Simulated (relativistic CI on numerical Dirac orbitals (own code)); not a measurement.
# Tc14+: q coefficients and field-shift factors

These numbers are calculated, not measured: Dirac-Coulomb-Breit CI, KLI orbitals optimised for each configuration, derivatives by finite differences, unscaled Slater integrals, QED left out (own radial code, finite nucleus).

Configurations in the expansion (outside the closed core [Ar] 3d10): 4s, 4p, 4d, 4f, 5s, 5p, 5d, 5f. Levels of other configurations are missing.

With x = (α/α₀)² − 1 an excitation energy changes as ω = ω₀ + qx; K = 2q/ω₀ is the relative enhancement. Terms are leading LS components, so labels can repeat. The field-shift factor is F = δν/δ⟨r²⟩ for the transition from the lowest level.

Lowest level 4s 2S_1/2.

```csv
Level,ω₀ (cm⁻¹),q (cm⁻¹),K,F (GHz/fm²)
4p 2P°_1/2,252024,11680,0.0927,-43.1
4p 2P°_3/2,288448,50250,0.348,-43.6
4d 2D_3/2,696165,53800,0.155,-42.9
4d 2D_5/2,702332,59990,0.171,-42.9
4f 2F°_5/2,1110797,56990,0.103,-41.5
4f 2F°_7/2,1110912,57100,0.103,-41.5
5s 2S_1/2,1203240,32590,0.0542,-24.2
5p 2P°_1/2,1313667,36890,0.0562,-41.8
5p 2P°_3/2,1329095,53180,0.08,-42.1
5d 2D_3/2,1508761,54720,0.0725,-41.8
5d 2D_5/2,1511534,57510,0.0761,-41.8
5f 2F°_5/2,1689707,56510,0.0669,-41.2
5f 2F°_7/2,1689834,56630,0.067,-41.2
```

At this charge energies of transitions that change n are usually good to better than 1 %, and those within a shell (Δn = 0) to a few per cent.
